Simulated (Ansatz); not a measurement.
Z-matrix (Å, degrees):
```
C
Ge 1 1.948
H 1 1.091 2 109.5
H 1 1.090 2 110.7 3 120.2
H 1 1.091 2 110.2 3 -119.6
C 2 1.966 1 109.8 3 53.5
H 2 1.544 1 110.7 3 -64.7
H 2 1.545 1 111.0 3 174.6
S 6 1.809 2 112.4 1 -61.6
H 6 1.092 2 108.8 1 54.7
H 6 1.091 2 111.7 1 173.2
H 9 1.343 6 97.4 2 -52.0
```

Charge 0, multiplicity 1.

(1) List the B3LYP/def2-TZVPP orbital energies in eV (Ansatz 0.2.0). (An estimate is asked.)

## Answers

(1) Computed: Occupied: -10849.96, -2417.86, -1354.34, -1205.24, -1205.24, -1205.23, -277.55, -276.60, -215.83, -168.88, -160.41, -160.32, -160.16, -119.14, -119.14, -119.11, -32.71, -32.71, -32.69, -32.64, -32.63, -21.31, -19.10, -17.47, -14.31, -12.26, -11.34, -11.30, -10.85, -10.17, -8.95, -8.64, -8.50, -6.44. Lowest empty: 0.05, 0.76, 1.01, 1.34, 1.72, 1.91, 2.25, 2.33.

B3LYP here is the variant with VWN-RPA as its local correlation; programs differ in this.
